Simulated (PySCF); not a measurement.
H₇FO₂Si₃, SMILES [SiH3]O[SiH2]O[SiH2]F, singlet, PBE0/def2-SVP optimised geometry.

```
13

Si     1.35     0.14     0.71
O     -0.08    -0.32     0.00
Si    -1.73    -0.32     0.00
O     -2.30    -1.07     1.36
Si    -1.90    -1.73     2.81
F     -0.45    -1.15     3.25
H      2.24     0.68    -0.35
H      1.99    -1.04     1.35
H      1.11     1.21     1.73
H     -2.24     1.08     0.00
H     -2.20    -1.08    -1.18
H     -1.77    -3.21     2.70
H     -2.89    -1.32     3.84
```

Density from PBE0/def2-TZVP run with PySCF at that geometry.

Minimum of the electron density along straight lines between bonded atoms, close to the bond critical point (lines longer than 1.1 times the sum of covalent radii, or with two minima, are not listed):

| bond | length / Å | ρ at the minimum / e bohr⁻³ | ∇²ρ there / e bohr⁻⁵ | position (fraction from the first atom) |
|---|---|---|---|---|
| Si1–O2 | 1.665 | 0.127 | 0.78 | 0.41 |
| O2–Si3 | 1.644 | 0.134 | 0.85 | 0.59 |
| Si3–O4 | 1.662 | 0.128 | 0.79 | 0.41 |
| O4–Si5 | 1.639 | 0.136 | 0.86 | 0.59 |
| Si5–F6 | 1.627 | 0.130 | 0.89 | 0.42 |
| Si1–H7 | 1.491 | 0.122 | 0.14 | 0.49 |
| Si1–H8 | 1.489 | 0.123 | 0.14 | 0.49 |
| Si1–H9 | 1.493 | 0.122 | 0.14 | 0.49 |
| Si3–H10 | 1.488 | 0.125 | 0.13 | 0.49 |
| Si3–H11 | 1.484 | 0.126 | 0.13 | 0.49 |
| Si5–H12 | 1.484 | 0.127 | 0.13 | 0.49 |
| Si5–H13 | 1.483 | 0.127 | 0.13 | 0.49 |
